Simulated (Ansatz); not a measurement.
Molecule: methyl-[(E)-prop-1-enyl]silane, C4H10Si (charge 0, singlet). 
Structure (B3LYP-D3(BJ)/def2-TZVP (Ansatz, a program for electronic structure) minimum search):
```xyz
15

C      2.9237     0.3824     0.4020
C      1.5522    -0.2141     0.3733
C      0.5279     0.2177    -0.3646
Si    -1.1617    -0.5572    -0.3519
C     -2.4754     0.6550     0.2231
H      3.1867     0.7054     1.4138
H      3.6749    -0.3562     0.1064
H      3.0019     1.2407    -0.2660
H      1.4071    -1.0773     1.0207
H      0.7013     1.0826    -1.0053
H     -1.1214    -1.7378     0.5489
H     -1.5167    -1.0254    -1.7179
H     -2.5037     1.5331    -0.4257
H     -2.2712     0.9945     1.2403
H     -3.4660     0.1958     0.2086
```
Charge 0, spin multiplicity 1.

Quantity: vertical ionisation energy (to the doublet state of charge +1; each state is the SCF solution reached for its spin), in eV. Correlated levels leave the core frozen unless marked. Open shells are spin-unrestricted. Spin-orbit coupling is left out. Non-relativistic. 

```
level                    program  vertical ionisation energy (eV)
-----------------------  -------  -------------------------------
r2SCAN/def2-TZVPD         Ansatz                             9.16
B3LYP/def2-TZVPD          Ansatz                             9.31
PBE0/def2-TZVPD           Ansatz                             9.30
BHLYP/def2-TZVPD          Ansatz                             9.24
wB97X-V/def2-TZVPD        Ansatz                             9.48
MP2/aug-cc-pV(D+d)Z       Ansatz                             9.79
RI-MP2/aug-cc-pV(T+d)Z    Ansatz                             9.92
CCSD/aug-cc-pV(D+d)Z      Ansatz                             9.51
CCSD(T)/aug-cc-pV(D+d)Z   Ansatz                             9.61
```
